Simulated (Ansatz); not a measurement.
Molecule: C3, net charge 0, singlet state. 
Coordinates optimised at B3LYP-D3(BJ)/def2-TZVP (Ansatz, a first-principles code):
```
C
C 1 1.2873
C 1 1.2873 2 180.00
```
Charge 0, spin multiplicity 1.

Parts of the frozen-core correlation energy in cc-pVDZ (Ansatz, hartree). Frozen orbitals: 3; correlated occupied orbitals by spin: 6 and 6; virtual: 33 and 33. No spin-orbit coupling. Non-relativistic. The restricted reference is unstable.

```
term                            value
-------------------------  ----------
reference (HF)             -113.36535
MP2 opposite-spin            -0.24735
MP2 same-spin                -0.08346
CCSD correlation             -0.34890
(T)                          -0.02550
CCSDT minus CCSD(T)          -0.00068
T1 diagnostic                   0.023
largest doubles amplitude       0.103
```
